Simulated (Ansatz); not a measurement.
Species: BiH$_{5}$ (charge 0, singlet). 
Geometry from a B3LYP-D3(BJ)/def2-TZVP (Ansatz, a program for electronic structure) optimisation:
```xyz
6

Bi     0.0000     0.0000     0.0000
H     -0.0012    -0.0176     1.8660
H      0.0012     0.0176    -1.8660
H      1.7992    -0.0010     0.0011
H     -0.8988     1.5586     0.0141
H     -0.9004    -1.5576    -0.0153
```

Computed values are from Ansatz. Cores are frozen in the correlated levels unless marked. UHF or UKS for open shells. Spin-orbit coupling is left out. The frozen core is the preceding noble-gas configuration, with the filled d and f shells of earlier blocks. Past Kr the def2 sets carry scalar-relativistic core potentials. Basis-set limits of correlation are two-point, X^-3; Hartree-Fock from the larger set.

Problem. What is the T1 diagnostic at CCSD/def2-QZVPPD?

Solution. 0.015.

Problem. What is the dipole moment at CCSD(T)/def2-SVPD?

Solution. 0.00 D.

Problem. What is the atomisation energy De at CCSD(T)/CBS(def2-TZVPPD,def2-QZVPPD)?

Solution. 883.7 kJ/mol.

Problem. What is the total energy at CCSD(T)/CBS(def2-TZVPPD,def2-QZVPPD)?

Solution. -216.5011 Eh.
